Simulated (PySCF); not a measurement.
**ECD: `C=C(C)/C(C)=C/N(C)C`, C$_{8}$H$_{15}$N**

Cartesian coordinates in Å; atom numbers follow the order of the lines, from 1:
```xyz
24

C     3.3822   -0.8394    0.2261
C     2.2950   -0.1419   -0.1589
C     2.4712    1.2202   -0.7743
C     0.9342   -0.6723    0.0166
C     0.7650   -2.0825    0.4996
C    -0.1427    0.1004   -0.2774
N    -1.4776   -0.2263   -0.0648
C    -2.4339    0.5501   -0.8106
C    -1.9229   -0.5452    1.2730
H     4.3863   -0.4311    0.0872
H     3.3130   -1.8234    0.6933
H     3.5369    1.4566   -0.8944
H     1.9973    1.2789   -1.7676
H     2.0178    2.0092   -0.1527
H    -0.2467   -2.4471    0.2745
H     1.4821   -2.7474   -0.0054
H     0.9385   -2.1928    1.5846
H     0.0175    1.0784   -0.7469
H    -3.4138    0.0478   -0.7996
H    -2.5772    1.5732   -0.3999
H    -2.1201    0.6392   -1.8601
H    -1.1461   -1.0838    1.8264
H    -2.8209   -1.1834    1.2376
H    -2.1778    0.3675    1.8520
```

Computed with PySCF, TDDFT CAM-B3LYP/def2-SVPD circular dichroism and optical rotation, one conformer, gas phase. Geometry: PBE0-D3(BJ)/def2-SVP.

States above about 6.6 eV (minus the energy of the highest occupied orbital) lie near or above the ionisation threshold and depend on the basis. No stereocentre is labelled: unless the shape is locked (an allene, a helicene, a hindered biaryl), the mirror image is equally populated and a measured rotation or CD is zero.

Task: Which excitations and rotatory strengths does the calculation give?

Result: Rotatory strengths R in 10⁻⁴⁰ esu² cm², velocity form and length form (origin at the centre of mass); f in length form.
| state | E (eV) | λ (nm) | f | R (velocity) | R (length) | main |
| --- | --- | --- | --- | --- | --- | --- |
| 1 | 4.65 | 267 | 0.502 | -53.6 | -55.8 | HOMO→LUMO 0.95 |
| 2 | 5.29 | 235 | 0.032 | +18.6 | +17.6 | HOMO→LUMO+1 0.93 |
| 3 | 6.00 | 207 | 0.017 | -29.1 | -25.2 | HOMO→LUMO+2 0.87 |
| 4 | 6.10 | 203 | 0.010 | -13.2 | -12.1 | HOMO→LUMO+3 0.93 |
| 5 | 6.45 | 192 | 0.132 | +21.9 | +22.0 | HOMO−1→LUMO 0.91 |
| 6 | 6.61 | 187 | 0.036 | -21.4 | -21.5 | HOMO→LUMO+4 0.84 |
| 7 | 6.75 | 184 | 0.010 | +8.1 | +6.5 | HOMO→LUMO+5 0.77 |
| 8 | 6.90 | 180 | 0.007 | +1.6 | +1.8 | HOMO→LUMO+7 0.38, HOMO→LUMO+9 0.22 |
| 9 | 6.99 | 177 | 0.002 | -5.4 | -4.9 | HOMO→LUMO+9 0.35, HOMO→LUMO+6 0.28 |
| 10 | 7.03 | 176 | 0.014 | -5.4 | -6.1 | HOMO→LUMO+8 0.51, HOMO→LUMO+6 0.21 |
| 11 | 7.24 | 171 | 0.011 | +2.2 | +0.4 | HOMO→LUMO+6 0.29, HOMO→LUMO+8 0.29 |
| 12 | 7.38 | 168 | 0.002 | -2.7 | -2.7 | HOMO−2→LUMO 0.41, HOMO−1→LUMO+1 0.21 |

Among the states computed, the strongest CD band (largest |R|) is state 1. The largest dissymmetry factor in size, g = 4R/(D+G), with D and G the electric and magnetic dipole strengths, is -0.031 for state 9 (velocity form, f = 0.002), among bands with |R| over 0.5. The mirror image has the same energies and oscillator strengths and all R with the opposite sign.
